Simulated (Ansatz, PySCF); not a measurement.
Species: sum formula GaO$_{2}$H$_{2}$ (charge 0, doublet). It need not be the lowest isomer of its formula. 
Coordinates optimised at B3LYP-D3(BJ)/def2-TZVP (Ansatz, a program for electronic structure):
SMILES: [OH][Ga][OH]
```xyz
5

Ga     0.1855     0.1805     0.2316
O      0.7381    -0.1404    -1.4641
H      1.5997     0.2348    -1.6756
O     -1.4379    -0.5408     0.5901
H     -1.7505    -0.3816     1.4872
```
Charge 0, spin multiplicity 2.

Wanted: atomisation energy (electronic, to ground-state atoms), in kcal/mol. Valence correlation only, unless marked. UHF or UKS for open shells. Spin-orbit coupling is left out. Frozen are the shells of the preceding noble gas and the d and f shells that filled before the atom's block. Non-relativistic. The coupled-cluster limit lacks core correlation, which all-electron functionals hold. CBS(X,Y): correlation extrapolated as X^-3; Hartree-Fock from the larger set. The bracket is a focal-point correction in the basis named.

```
level                                                                 program  atomisation energy (kcal/mol)
-------------------------------------------------------------  --------------  -----------------------------
TPSS-D4/def2-TZVPD                                              PySCF + dftd4                          382.1
r2SCAN-D4/def2-TZVPD                                           Ansatz + dftd4                          385.9
B3LYP-D4/def2-TZVPD                                            Ansatz + dftd4                          377.0
B3LYP/def2-TZVPD                                                       Ansatz                          374.6
PBE0/def2-SVP                                                          Ansatz                          369.7
PBE0-D3(BJ)/def2-TZVPD                                         Ansatz + dftd3                            [?]
r2SCANh/def2-TZVPD                                                     Ansatz                          379.2
CAM-B3LYP/def2-TZVPD                                                   Ansatz                          379.7
LC-wPBE-D4/def2-TZVPD                                          Ansatz + dftd4                            [?]
SCS-MP2/aug-cc-pVTZ                                                    Ansatz                          387.8
RI-MP2/CBS(aug-cc-pVTZ,aug-cc-pVQZ)+[CCSD(T)-MP2]/aug-cc-pVTZ          Ansatz                          388.1
```

Problem. Fill in the missing entries.

Solution. 
- PBE0-D3(BJ)/def2-TZVPD, atomisation energy (kcal/mol): 375.3
- LC-wPBE-D4/def2-TZVPD, atomisation energy (kcal/mol): 382.7
